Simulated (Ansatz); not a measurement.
`C[O][Ti]([F])([Cl])[SeH]`. Total charge 0; spin multiplicity 1. Geometry: relaxed with PBE0-D4/def2-TZVP. It is one conformer, not always the lowest.

```xyz
10

C    -1.910   -0.511    0.370
O    -0.607   -0.152    0.025
Ti    0.994    0.141   -0.551
F     1.016    1.092   -2.026
Cl    2.053   -1.759   -0.886
Se    2.009    1.384    1.257
H    -2.609   -0.132   -0.379
H    -1.988   -1.599    0.427
H    -2.156   -0.081    1.344
H     3.198    1.618    0.420
```

Q: What is the dipole moment at r2SCAN/def2-TZVPP? (Best estimate.)

A: The calculation gave: 3.09 D, with components (-2.92, -0.29, 0.96) D in this frame, pointing from negative to positive charge.

Q: And with PBE, B3LYP, ωB97M-V? (An estimate is asked.)

A: The calculation gave: PBE 3.10 D, B3LYP 3.07 D, ωB97M-V 3.06 D.

Q: Give the Mulliken charges with r2SCAN, PBE, ωB97M-V in def2-TZVPP. (Estimate.)

A: The calculation gave: 
```json
{"atom": "C1", "r2SCAN": "0.01", "PBE": "-0.14", "ωB97M-V": "-0.18"}
{"atom": "O2", "r2SCAN": "-0.51", "PBE": "-0.45", "ωB97M-V": "-0.50"}
{"atom": "Ti3", "r2SCAN": "0.96", "PBE": "0.84", "ωB97M-V": "0.87"}
{"atom": "F4", "r2SCAN": "-0.34", "PBE": "-0.30", "ωB97M-V": "-0.33"}
{"atom": "Cl5", "r2SCAN": "-0.25", "PBE": "-0.23", "ωB97M-V": "-0.21"}
{"atom": "Se6", "r2SCAN": "-0.16", "PBE": "-0.13", "ωB97M-V": "-0.13"}
{"atom": "H7", "r2SCAN": "0.08", "PBE": "0.12", "ωB97M-V": "0.13"}
{"atom": "H8", "r2SCAN": "0.08", "PBE": "0.12", "ωB97M-V": "0.14"}
{"atom": "H9", "r2SCAN": "0.08", "PBE": "0.12", "ωB97M-V": "0.13"}
{"atom": "H10", "r2SCAN": "0.06", "PBE": "0.06", "ωB97M-V": "0.07"}
```

B3LYP here is the variant with VWN-RPA as its local correlation; programs differ in this.

All numbers were calculated with Ansatz.
